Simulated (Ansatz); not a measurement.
Molecule: sum formula BSClF, charge -1, multiplicity 1. It need not be the lowest isomer of its formula. Whether it binds its extra electron was not tested at this geometry. 
Structure (B3LYP-D3(BJ)/def2-TZVP (Ansatz, a quantum-chemistry and plane-wave program) minimum search):
SMILES: [S-]B(Cl)F
```xyz
4

B      0.2265     0.2652     0.0412
Cl    -1.5517    -0.0116    -0.4889
F      0.4690     1.6034    -0.0354
S      1.3141    -0.9725     0.5265
```
Charge -1, spin multiplicity 1.

Parts of the frozen-core correlation energy in STO-3G (Ansatz, hartree). Frozen orbitals: 12; correlated occupied orbitals by spin: 12 and 12; virtual: 4 and 4. Spin-orbit coupling is left out. No relativistic terms.

```csv
term,value
reference (HF),-970.18860
MP2 opposite-spin,-0.06939
MP2 same-spin,[?]
CCSD correlation,[?]
(T),[?]
FCI minus CCSD(T),-0.00064
T1 diagnostic,0.018
largest doubles amplitude,0.122
```

Fill in the missing entries.


- MP2 same-spin, value: -0.02088
- CCSD correlation, value: -0.10249
- (T), value: -0.00644
